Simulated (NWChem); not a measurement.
Molecule: aminoborane (BNH4); SMILES BN

Program: NWChem. Geometry: optimised at PBE0-D3(BJ)/def2-TZVP. Total energies compare along this basis series because the functional is fixed.

```
level           basis functions  energy (Ha)  highest occupied level (eV)  orbital gap (eV)  dipole (D)
--------------  ---------------  -----------  ---------------------------  ----------------  ----------
PBE/STO-3G                   14     -80.8688                        -5.03              7.85        2.36
PBE/def2-SVP                 48     -81.8533                        -7.16              6.72        2.32
PBE/def2-SVPD                72     -81.8632                        -7.39              6.62        2.04
PBE/def2-TZVP                86     -81.9494                        -7.34              6.60        2.08
PBE/def2-TZVPD              110     -81.9501                        -7.37              6.56        2.01
PBE/def2-TZVPP              118     -81.9515                        -7.34              6.59        2.07
PBE/def2-QZVP               234     -81.9577                        -7.37              6.55        2.03
```
